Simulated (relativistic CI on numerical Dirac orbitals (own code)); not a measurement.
**Line list: Forbidden lines, W³⁺**

Calculated at this level of theory: Dirac-Coulomb-Breit CI, KLI orbitals optimised for each configuration, a model potential for QED, valence Slater integrals scaled by 0.85, P86 correlation estimate, and configurations built on the next ion tied to the tabulated ionisation energy (semi-empirical) (own radial code, finite nucleus).

CI space (outside the closed core [Kr] 4d10 5s2): 4f¹⁴5p⁶5d³, 4f¹⁴5p⁶5d²6s, 4f¹⁴5p⁶5d²6p, 4f¹⁴5p⁶5d²6d, 4f¹⁴5p⁶5d²7s, 4f¹⁴5p⁶5d²5f, 4f¹⁴5p⁶5d²6f, 4f¹⁴5p⁶5d6s², 4f¹⁴5p⁶5d6s6p, 4f¹⁴5p⁶5d²5g, 4f¹⁴5p⁶5d5f², 4f¹⁴5p⁶5d²7p, 4f¹⁴5p⁶5d6p², 4f¹⁴5p⁵5d⁴, 4f¹⁴5p⁶5d²7d, 4f¹⁴5p⁶5d6s7s, 4f¹⁴5p⁶5d5g², 4f¹⁴5p⁶5d5f6s, 4f¹⁴5p⁶5d²7f, 4f¹³5p⁶5d⁴, 4f¹²5p⁶5d⁵, 4f¹⁴5p⁶5d5g6s, 4f¹⁴5p⁶5d6p7s, 4f¹⁴5p⁶5d5f6p. Levels of other configurations are missing.

| λ vac (Å) | Lower | Upper | Type | A (s⁻¹) | E lower (cm⁻¹) | E upper (cm⁻¹) |
| --- | --- | --- | --- | --- | --- | --- |
| 2341.7 | 4f¹⁴5p⁶5d³ ⁴F3/2 [1] | 4f¹⁴5p⁶5d³ ²D5/2 [20] | E2 | 1.39e+01 | 0.0 | 42704.3 |
| 2517.8 | 4f¹⁴5p⁶5d³ ⁴F5/2 [2] | 4f¹⁴5p⁶5d³ ²D5/2 [20] | E2 | 8.25e+00 | 2987.8 | 42704.3 |
| 2716.5 | 4f¹⁴5p⁶5d³ ⁴F7/2 [3] | 4f¹⁴5p⁶5d³ ²D5/2 [20] | E2 | 8.87e+00 | 5892.4 | 42704.3 |
| 3551.0 | 4f¹⁴5p⁶5d³ ⁴F3/2 [1] | 4f¹⁴5p⁶5d³ ²F5/2 [16] | E2 | 3.32e-01 | 0.0 | 28160.8 |
| 3551.0 | 4f¹⁴5p⁶5d³ ⁴F3/2 [1] | 4f¹⁴5p⁶5d³ ²F5/2 [16] | M1 | 1.62e+00 | 0.0 | 28160.8 |
| 3821.6 | 4f¹⁴5p⁶5d³ ⁴P5/2 [9] | 4f¹⁴5p⁶5d³ ²D5/2 [20] | M1 | 4.88e+00 | 16537.0 | 42704.3 |
| 3953.5 | 4f¹⁴5p⁶5d³ ⁴F5/2 [2] | 4f¹⁴5p⁶5d³ ²F7/2 [17] | M1 | 7.46e-01 | 2987.8 | 28282.0 |
| 5214.0 | 4f¹⁴5p⁶5d³ ⁴F5/2 [2] | 4f¹⁴5p⁶5d³ ²D5/2 [13] | M1 | 1.05e+00 | 2987.8 | 22167.1 |
| 6144.5 | 4f¹⁴5p⁶5d³ ⁴F7/2 [3] | 4f¹⁴5p⁶5d³ ²D5/2 [13] | M1 | 5.90e+00 | 5892.4 | 22167.1 |
| 6933.7 | 4f¹⁴5p⁶5d³ ²F7/2 [17] | 4f¹⁴5p⁶5d³ ²D5/2 [20] | M1 | 1.89e+00 | 28282.0 | 42704.3 |
| 7380.5 | 4f¹⁴5p⁶5d³ ⁴F5/2 [2] | 4f¹⁴5p⁶5d³ ⁴P5/2 [9] | M1 | 2.59e-01 | 2987.8 | 16537.0 |
| 7384.7 | 4f¹⁴5p⁶5d³ ²G7/2 [7] | 4f¹⁴5p⁶5d³ ²F7/2 [17] | M1 | 1.57e+00 | 14740.4 | 28282.0 |
| 7680.3 | 4f¹⁴5p⁶5d³ ⁴F9/2 [4] | 4f¹⁴5p⁶5d³ ²H11/2 [12] | M1 | 7.13e-01 | 8373.2 | 21393.6 |
| 8453.2 | 4f¹⁴5p⁶5d³ ⁴F3/2 [1] | 4f¹⁴5p⁶5d³ ⁴P1/2 [6] | E2 | 7.66e-02 | 0.0 | 11829.8 |
| 8453.2 | 4f¹⁴5p⁶5d³ ⁴F3/2 [1] | 4f¹⁴5p⁶5d³ ⁴P1/2 [6] | M1 | 3.58e-01 | 0.0 | 11829.8 |
| 8508.8 | 4f¹⁴5p⁶5d³ ⁴F5/2 [2] | 4f¹⁴5p⁶5d³ ²G7/2 [7] | M1 | 4.05e+00 | 2987.8 | 14740.4 |
| 9394.4 | 4f¹⁴5p⁶5d³ ⁴F7/2 [3] | 4f¹⁴5p⁶5d³ ⁴P5/2 [9] | M1 | 3.26e-01 | 5892.4 | 16537.0 |
| 17761.5 | 4f¹⁴5p⁶5d³ ⁴P5/2 [9] | 4f¹⁴5p⁶5d³ ²D5/2 [13] | M1 | 4.66e-01 | 16537.0 | 22167.1 |
| 40309.2 | 4f¹⁴5p⁶5d³ ⁴F7/2 [3] | 4f¹⁴5p⁶5d³ ⁴F9/2 [4] | M1 | 3.55e-01 | 5892.4 | 8373.2 |

Terms are leading LS components. Brackets give the number of a level in order of energy, since labels repeat. The list gives strong lines, with weight on those to low levels, without configurations that were not tied to measured data, among the lowest 300 of 3996 levels, so that lines to higher ones, which can be the strongest, are missing, and without lines across small gaps between configurations, and without 50 lines that miss the measured interval by over 3.5 %, start from a term whose rates miss tabulated ones by over 60 %, have gauges far apart or, lacking measured levels, span too small a gap for the errors found; lines with a level outside our table were not tested and can miss by more. Levels whose partners in the same complex of configurations lie outside the list can be far off, and so can their lines. Rates are taken at the computed energies, electric ones in the length gauge.

Configurations that consist of the next ion and one excited electron were tied to the tabulated ionisation energy; Rydberg ones are usually within 1,000 to 3,000 cm⁻¹ and the lowest ones within about 6,000 (9,000 in d shells), while levels on excited terms of the next ion carry the error of that term, and the other configurations can be misplaced by 10,000 cm⁻¹ or more. Rates follow the energies as ν³ (E1, M1) or ν⁵ (E2), so rates, branching and lifetimes can be off by large factors. The fine structure of a lone outer electron comes out too small, for d and f at times inverted, and misplaced configurations move strength between like terms. 42 of the 69 excited levels that our extract of the measured tables holds in this range could be paired (the sources list more); they are missed by 4827 cm⁻¹ on average and 8192 at most, and levels without a partner can miss by more. Some levels of the ground configuration have no partner and can miss by 10 % or more.

LS names give the leading component of a level, which can be under half, so a name can repeat, a term be missing and a line seem to break the LS rules.
